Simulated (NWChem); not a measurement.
System: CBrCl3; SMILES ClC(Cl)(Cl)Br

Here is an NWChem input.

```
start job
memory heap 200 mb stack 900 mb global 1100 mb
geometry units angstroms noautosym nocenter noautoz
  Cl     0.202875     1.655279     1.002990
  C      0.000000     0.000000     0.421277
  Cl    -1.534951    -0.651944     1.002990
  Cl     1.332076    -1.003335     1.002990
  Br     0.000000     0.000000    -1.527611
end
basis spherical
  * library 6-31g*
end
dft
  xc hfexch
  iterations 150
end
property
  shielding 3 1 2 5
  efieldgrad
end
task dft property
```

Parts of the log:

```
             Northwest Computational Chemistry Package (NWChem) 7.3.0
             --------------------------------------------------------

                             Geometry "geometry" -> ""
                             -------------------------

 Output coordinates in angstroms (scale by  1.889725989 to convert to a.u.)

  No.       Tag          Charge          X              Y              Z
 ---- ---------------- ---------- -------------- -------------- --------------
    1 Cl                  17.0000     0.20287500     1.65527900     1.00299000
    2 C                    6.0000     0.00000000     0.00000000     0.42127700
    3 Cl                  17.0000    -1.53495100    -0.65194400     1.00299000
    4 Cl                  17.0000     1.33207600    -1.00333500     1.00299000
    5 Br                  35.0000     0.00000000     0.00000000    -1.52761100

 Effective nuclear repulsion energy (a.u.)     619.2113591035

  xc_inp: hfexch multiplicative factor not found.
                              NWChem Property Module
                              ----------------------

  itol2e modified to match energy
  convergence criterion.

                                 NWChem DFT Module
                                 -----------------

 Summary of "ao basis" -> "ao basis" (spherical)
 ------------------------------------------------------------------------------
       Tag                 Description            Shells   Functions and Types
 ---------------- ------------------------------  ------  ---------------------
 Cl                          6-31g*                  8       18   4s3p1d
 C                           6-31g*                  6       14   3s2p1d
 Br                          6-31g*                 12       32   5s4p3d

  itol2e modified to match energy
  convergence criterion.

            General Information
            -------------------
          SCF calculation type: DFT
          Wavefunction type:  closed shell.
          No. of atoms     :     5
          No. of electrons :    92
           Alpha electrons :    46
            Beta electrons :    46
          Charge           :     0
          Spin multiplicity:     1
          Use of symmetry is: off; symmetry adaption is: off
          Maximum number of iterations: 150
          AO basis - number of functions:   100
                     number of shells:    42
          Convergence on energy requested:  1.00D-07
          Convergence on density requested:  1.00D-05
          Convergence on gradient requested:  5.00D-04

[...]

          -----------------------------------------
          Chemical Shielding Tensors (GIAO, in ppm)
          -----------------------------------------

                                NWChem CPHF Module
                                ------------------

  scftype          =     RHF
  nclosed          =       46
  nopen            =        0
  variables        =     2484
  # of vectors     =        3
  tolerance        = 0.10D-03
  level shift      = 0.00D+00
  max iterations   =       50
  max subspace     =       30

 SCF residual:    7.6361942810477119E-005

Iterative solution of linear equations
  No. of variables     2484
  No. of equations        3
  Maximum subspace       30
        Iterations       50
       Convergence  1.0D-04

   iter   nsub   residual    time
   ----  ------  --------  ---------
     1      3    1.37D+00      57.4
     2      6    2.63D-01      62.3
     3      9    5.17D-02      67.5
     4     12    8.91D-03      71.6
     5     15    1.44D-03      75.6
     6     18    5.59D-04      79.9
     7     21    6.43D-05      85.1

      Atom:    1  Cl
        Diamagnetic
   1138.6060      2.0451      0.7769
      2.0451   1155.0417      6.3386
      0.7769      6.3386   1141.5621

        Paramagnetic
   -879.3568     76.3735     28.8380
     76.3735   -265.5776    235.2937
     28.8380    235.2937   -798.9517

        Total Shielding Tensor
    259.2493     78.4186     29.6149
     78.4186    889.4641    241.6323
     29.6149    241.6323    342.6103

           isotropic =     497.1079
          anisotropy =     740.1491

          Principal Components and Axis System
                 1           2           3
              990.5407    251.1449    249.6381

      1         0.1139     -0.0429      0.9926
      2         0.9292     -0.3491     -0.1217
      3         0.3517      0.9361      0.0001

      Atom:    2  C
        Diamagnetic
    255.5531      0.0000     -0.0000
      0.0000    255.5531      0.0000
     -0.0000      0.0000    258.8355

        Paramagnetic
   -158.0543     -0.0000      0.0000
     -0.0000   -158.0543      0.0000
      0.0000      0.0000   -158.5503

        Total Shielding Tensor
     97.4988     -0.0000      0.0000
     -0.0000     97.4988      0.0000
      0.0000      0.0000    100.2852

           isotropic =      98.4276
          anisotropy =       2.7864

          Principal Components and Axis System
                 1           2           3
              100.2852     97.4988     97.4988

      1         0.0000     -0.5156      0.8568
      2         0.0000      0.8568      0.5156
      3         1.0000      0.0000     -0.0000

      Atom:    3  Br
        Diamagnetic
   3112.7492     -0.0000      0.0000
     -0.0000   3112.7492     -0.0000
      0.0000     -0.0000   3133.2989

        Paramagnetic
  -2328.0738     -0.0002      0.0003
     -0.0002  -2328.0737      0.0000
      0.0003      0.0000   -225.4530

        Total Shielding Tensor
    784.6754     -0.0002      0.0003
     -0.0002    784.6756      0.0000
      0.0003      0.0000   2907.8459

           isotropic =    1492.3989
          anisotropy =    2123.1704

          Principal Components and Axis System
                 1           2           3
             2907.8459    784.6757    784.6752

      1         0.0000     -0.5701      0.8216
      2         0.0000      0.8216      0.5701
      3         1.0000      0.0000     -0.0000
```

Level: Hartree-Fock/6-31G* (spherical d), GIAO. Structure relaxed at the PBE0/def2-SVP level. NWChem prints the field gradient with the sign opposite to the second derivative of the potential. The output numbers the shielded atoms by their place in the input's list. The printed shielding anisotropy is the first printed principal value minus the mean of the other two.
